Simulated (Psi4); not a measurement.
triplet silylene (H$_{2}$Si), triplet, geometry from GFN2-xTB; Psi4 with CAM-B3LYP/6-311G**.

Input for Psi4:
```
memory 2 GB

molecule mol {
0 3
Si   -0.006391   -0.001951    0.085235
H     0.045667    1.283842   -0.567511
H     0.043812   -1.256535   -0.625785
}

set {
  basis 6-311g**
  reference uks
}

energy('cam-b3lyp')
print_variables()
```

What the program printed (banner, timings and long lists left out):

```
   => Loading Basis Set <=

    Name: 6-311G**
    Role: ORBITAL
    Keyword: BASIS

         ---------------------------------------------------------
                                   SCF
               by Justin Turney, Rob Parrish, Andy Simmonett
                          and Daniel G. A. Smith
                              UKS Reference
         ---------------------------------------------------------

  ==> Geometry <==

    Molecular point group: cs
    Full point group: Cs

    Geometry (in Angstrom), charge = 0, multiplicity = 3:

       Center              X                  Y                   Z               Mass
    ------------   -----------------  -----------------  -----------------  -----------------
         SI          -0.045954573936    -0.001048703006     0.000000000000    27.976926534650
         H            0.608856479477     1.284748131279     0.000000000000     1.007825032230
         H            0.666828979640    -1.255636444224     0.000000000000     1.007825032230

  Running in cs symmetry.

  Rotational constants: A =     19.16524  B =      5.18103  C =      4.07848 [cm^-1]
  Rotational constants: A = 574559.43357  B = 155323.44389  C = 122269.68559 [MHz]
  Nuclear repulsion =   10.476905058065023

  Charge       = 0
  Multiplicity = 3
  Electrons    = 16
  Nalpha       = 9
  Nbeta        = 7

  ==> Algorithm <==

  SCF Algorithm Type is DF.
  DIIS enabled.
  MOM disabled.
  Fractional occupation disabled.
  Guess Type is SAD.
  Energy threshold   = 1.00e-06
  Density threshold  = 1.00e-06
  Integral threshold = 1.00e-12

  ==> Primary Basis <==

  Basis Set: 6-311G**
    Blend: 6-311G**
    Number of shells: 20
    Number of basis functions: 38
    Number of Cartesian functions: 39
    Spherical Harmonics?: true
    Max angular momentum: 2

  ==> DFT Potential <==

   => LibXC <=

    Version 7.1.2
    S. Lehtola, C. Steigemann, M. J. T. Oliveira, and M. A. L. Marques,  SoftwareX 7, 1–5 (2018) (10.1016/j.softx.2017.11.002)

   => Composite Functional: CAM-B3LYP <=

    CAM-B3LYP Hyb-GGA Exchange-Correlation Functional

    T. Yanai, D. P. Tew, and N. C. Handy,  Chem. Phys. Lett. 393, 51 (2004) (10.1016/j.cplett.2004.06.011)

    Deriv               =              1
    GGA                 =           TRUE
    Meta                =          FALSE

    Exchange Hybrid     =           TRUE
    MP2 Hybrid          =          FALSE

   => Exchange Functionals <=

    0.3500         Becke 88 [omega = 0.3300]
[...]

   @Spin Contamination Metric:   1.849868781E-03
   @S^2 Expected:                2.000000000E+00
   @S^2 Observed:                2.001849869E+00
   @S   Expected:                1.000000000E+00
   @S   Observed:                1.000000000E+00

    Orbital Energies [Eh]
    ---------------------

    Alpha Occupied:

[...]
    Alpha Virtual:

[...]
    Beta Occupied:

[...]
       6Ap    -0.431156

    Beta Virtual:

[...]
      29Ap   140.794506

    Final Occupation by Irrep:
             Ap   App
    DOCC [     6,    1 ]
    SOCC [     1,    1 ]
    NA   [     7,    2 ]
    NB   [     6,    1 ]

  @DF-UKS Final Energy:  -290.58518530064646

   => Energetics <=

    Nuclear Repulsion Energy =             10.4769050580650234
    One-Electron Energy =                -422.8314394365928024
    Two-Electron Energy =                 138.1209726643932356
    DFT Exchange-Correlation Energy =     -16.3516235865119413
    Empirical Dispersion Energy =           0.0000000000000000
    VV10 Nonlocal Energy =                  0.0000000000000000
    Total Energy =                       -290.5851853006465149

  UHF NO Occupations:
  HONO-2 :    6 Ap 1.9991407
  HONO-1 :    7 Ap 1.0000000
  HONO-0 :    2App 1.0000000
  LUNO+0 :    8 Ap 0.0008593
  LUNO+1 :    9 Ap 0.0000641
  LUNO+2 :   10 Ap 0.0000009
  LUNO+3 :    3App 0.0000007

Computation Completed

Properties will be evaluated at   0.000000,   0.000000,   0.000000 [a0]

Properties computed using the SCF density matrix

 Multipole Moments:

 ------------------------------------------------------------------------------------
     Multipole            Electronic (a.u.)      Nuclear  (a.u.)        Total (a.u.)
 ------------------------------------------------------------------------------------

 L = 1.  Multiply by 2.5417464519 to convert [e a0] to [Debye]
 Dipole X            :         -1.2005303            1.1949143           -0.0056160
 Dipole Y            :         -0.0273966            0.0272685           -0.0001282
 Dipole Z            :          0.0000000            0.0000000            0.0000000
 Magnitude           :                                                    0.0056175

 ------------------------------------------------------------------------------------

  Variable Map:
  ----------------------------------------------------------------------------
[...]
  Array Variable Map:
  ----------------------------------------------------------------------------
[...]
[...]
```
